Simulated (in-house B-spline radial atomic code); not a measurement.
Ionising Ge5+ with different functionals

Computed with an all-electron radial atomic-structure program (B-spline basis): scalar-relativistic (spin-free X2C) Hamiltonian, Fermi nucleus of rms radius 4.0742 fm, spin-polarised at highest spin, spherical fractional occupations for the functionals, the average over the highest-spin determinants for Hartree-Fock. The ionisation energy is the difference of two self-consistent energies, [Ar] 3d9 → [Ar] 3d8, without Breit or QED terms; ε is the level of the shell that loses the electron (its least bound occupied spin orbital). There is no spin-orbit coupling in this Hamiltonian.

Hybrids are left out here: with spherical fractional occupations of an open shell their exact exchange keeps a self-interaction that integer-occupation calculations don't have.

```json
{"method": "Hartree-Fock", "rung": "Hartree-Fock", "ΔSCF (eV)": "114.92", "-ε(3d) (eV)": "118.58"}
{"method": "LDA VWN5", "rung": "LDA", "ΔSCF (eV)": "117.62", "-ε(3d) (eV)": "103.96"}
{"method": "LDA PW92", "rung": "LDA", "ΔSCF (eV)": "117.61", "-ε(3d) (eV)": "103.95"}
{"method": "LDA exchange-only", "rung": "LDA", "ΔSCF (eV)": "115.40", "-ε(3d) (eV)": "101.83"}
{"method": "PBE", "rung": "GGA", "ΔSCF (eV)": "117.24", "-ε(3d) (eV)": "103.59"}
{"method": "PBEsol", "rung": "GGA", "ΔSCF (eV)": "117.20", "-ε(3d) (eV)": "103.55"}
{"method": "BLYP", "rung": "GGA", "ΔSCF (eV)": "?", "-ε(3d) (eV)": "?"}
{"method": "RPBE", "rung": "GGA", "ΔSCF (eV)": "117.13", "-ε(3d) (eV)": "103.48"}
{"method": "PW91", "rung": "GGA", "ΔSCF (eV)": "117.40", "-ε(3d) (eV)": "103.74"}
{"method": "BP86", "rung": "GGA", "ΔSCF (eV)": "117.32", "-ε(3d) (eV)": "103.66"}
{"method": "AM05", "rung": "GGA", "ΔSCF (eV)": "117.24", "-ε(3d) (eV)": "103.59"}
{"method": "OLYP", "rung": "GGA", "ΔSCF (eV)": "117.70", "-ε(3d) (eV)": "104.04"}
{"method": "TPSS", "rung": "meta-GGA", "ΔSCF (eV)": "117.09", "-ε(3d) (eV)": "103.46"}
{"method": "SCAN", "rung": "meta-GGA", "ΔSCF (eV)": "117.42", "-ε(3d) (eV)": "103.93"}
{"method": "r2SCAN", "rung": "meta-GGA", "ΔSCF (eV)": "?", "-ε(3d) (eV)": "?"}
{"method": "revTPSS", "rung": "meta-GGA", "ΔSCF (eV)": "116.94", "-ε(3d) (eV)": "103.32"}
```

What does BLYP give?

ΔSCF 117.15 eV, and -ε(3d) = 103.52 eV.

What does r2SCAN give?

ΔSCF 117.48 eV, and -ε(3d) = 103.98 eV.

How do they compare with the NIST value?

NIST lists 115.9 eV ± 0.12 (semi-empirical, ground level to ground level). Errors run from -0.98 to +1.80 eV. The correlated functionals all miss on the same side by more than they spread, so the cause is common to them (spin-orbit coupling, Breit-QED terms, multiplet and fine-structure energies, or a listed next ion that isn't the cheapest removal here) and closeness doesn't rank the functionals. Hartree-Fock also lacks correlation.
